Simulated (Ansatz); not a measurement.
Geometry optimisation, RHF/def2-SVP in Ansatz 0.2.0.

input.yaml

```yaml
crystal:
  periodic: [false, false, false]
  atoms:
    - { symbol: Ta, position_ang: [-0.487326, 0.260718, 0.258868] }
    - { symbol: F, position_ang: [1.428889, 0.421805, 0.368998] }
    - { symbol: "N", position_ang: [-0.314687, -0.153581, 2.186463] }
    - { symbol: H, position_ang: [-1.088144, -0.442944, 2.756555] }
    - { symbol: H, position_ang: [0.547566, -0.142359, 2.698692] }
    - { symbol: O, position_ang: [-0.412648, -0.83606, -1.269852] }
    - { symbol: H, position_ang: [-0.325545, -1.723481, -1.575602] }
    - { symbol: O, position_ang: [-0.780422, 2.047405, -0.207972] }
    - { symbol: H, position_ang: [-0.881533, 2.952265, 0.03434] }
    - { symbol: F, position_ang: [-2.314319, -0.16434, 0.570439] }
    - { symbol: S, position_ang: [1.535051, -2.795395, 0.829383] }
    - { symbol: H, position_ang: [2.256399, -3.329369, -0.160186] }
    - { symbol: H, position_ang: [2.112721, -1.558164, 0.727476] }
basis:
  gaussian: { orbitals: def2-SVP }
hamiltonian:
  xc: hf
relax:
  f_tol: 0.03
  max_steps: 50
```

Command:

```bash
$ ansatz run input.yaml --threads 4 --pin off --max-ram 5120MiB --backend cpu --events-out ev --progress --plain --runs-dir out
```

Problem. Where does it end, and by what steps?

Solution. The forces met the threshold. The force dipped under the threshold on the way, but the program's further checks kept it going. After 23 steps the energy has fallen by 0.219 eV; H12 moved furthest, 1.52 Å.

```tsv
step	energy less start (eV)	largest force component (eV/Å)	accepted
0	0.0000	0.982	yes
1	-0.0726	0.422	yes
2	-0.1078	0.269	yes
3	-0.1046	0.845	no
4	-0.1256	0.063	yes
5	-0.1344	0.114	yes
6	-0.1431	0.163	yes
7	-0.1504	0.304	yes
8	-0.1613	0.246	yes
9	-0.1745	0.480	yes
10	-0.1827	0.606	yes
11	-0.1925	0.421	yes
12	-0.2013	0.163	yes
13	-0.2059	0.331	yes
14	-0.2100	0.177	yes
15	-0.2048	0.440	no
16	-0.2140	0.026	yes
17	-0.2163	0.059	yes
18	-0.2169	0.140	yes
19	-0.2178	0.076	yes
20	-0.2182	0.048	yes
21	-0.2185	0.018	yes
22	-0.2177	0.071	no
23	-0.2187	0.019	yes
```

```xyz
13
Properties=species:S:1:pos:R:3
Ta -0.672 0.245 0.535
F 1.176 0.003 0.998
N -0.933 0.254 2.495
H -1.829 0.343 2.937
H -0.191 0.138 3.161
O -0.653 -1.362 -0.440
H -0.098 -2.122 -0.562
O -0.336 1.820 -0.425
H -0.268 2.737 -0.627
F -2.558 0.427 0.447
S 2.316 -3.188 -0.284
H 2.819 -2.701 -1.421
H 2.503 -2.058 0.404
```

Whether the end is a true minimum wasn't checked by a vibrational analysis.

Time of the run: 45 s on 4 threads of Arm Neoverse V2 (shared host), peak memory 0.44 GiB.
